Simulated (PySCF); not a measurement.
Ti⁺: excitation energy

Ti⁺ [Ar] 3d2 4s1 (4F) → Ti⁺ [Ar] 3d1 4s1 5s1 (4D), as a difference of total energies. Computed with PySCF 2.14 in aug-cc-pVDZ-DK, with the spin-free X2C one-electron Hamiltonian (Gaussian nucleus). Correlated levels: valence: [Ar] frozen. The calculations carry no spin-orbit coupling.

```json
{"method": "UHF", "excitation energy (cm⁻¹)": "93318"}
{"method": "LDA", "excitation energy (cm⁻¹)": "101600"}
{"method": "PBE", "excitation energy (cm⁻¹)": "101060"}
{"method": "PBE0", "excitation energy (cm⁻¹)": "100500"}
{"method": "r2SCAN", "excitation energy (cm⁻¹)": "103930"}
{"method": "PW91", "excitation energy (cm⁻¹)": "101740"}
{"method": "B3LYP", "excitation energy (cm⁻¹)": "101210"}
{"method": "MN15", "excitation energy (cm⁻¹)": "99846"}
{"method": "MP2 (valence)", "excitation energy (cm⁻¹)": "93903"}
{"method": "SCS-MP2 (valence)", "excitation energy (cm⁻¹)": "93513"}
```

The promoted electron is Rydberg-like, and one or two diffuse shells describe it only roughly, which tends to raise the upper state.
